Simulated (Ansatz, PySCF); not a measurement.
Species: 1,1-difluoroethane, C₂H₄F₂, charge 0, multiplicity 1. SMILES: CC(F)F
Geometry: optimised at B3LYP-D3(BJ)/def2-TZVP (Ansatz, a program for electronic structure).

Harmonic wavenumbers (cm⁻¹) at HF/6-31G* (Ansatz, at its own minimum) and at B3LYP-D3(BJ)/def2-TZVP (PySCF, at the structure above). 6-31G* holds six Cartesian d functions. Modes are numbered in rising order, 18 in all, and paired by that order; shown are modes over 250 cm⁻¹ that lie over 6 % from every other mode at both levels, one of each degenerate set, at most eight drawn at random. The second level is harmonic too, so this factor is not the one that brings values to measured fundamentals.

```tsv
mode	HF/6-31G* (x)	B3LYP-D3(BJ)/def2-TZVP (y)
2	408	383
3	503	464
4	614	566
5	948	871
```

Task: Fit one scale factor, y = λ·x, by least squares, and use it for mode 6, which lies at 1072 cm⁻¹ at HF/6-31G*.

Result: λ = Σxy/Σx² = 1562888/1695173 = 0.9220; the rows scatter about it by 4 cm⁻¹ (root mean square). Prediction for mode 6: 988 cm⁻¹. It lies outside the range of the table, so the fit extrapolates. The wavenumber at B3LYP-D3(BJ)/def2-TZVP is 940 cm⁻¹, so the fit misses by +48 cm⁻¹, against +132 cm⁻¹ without it. The fit is meant for this molecule alone.
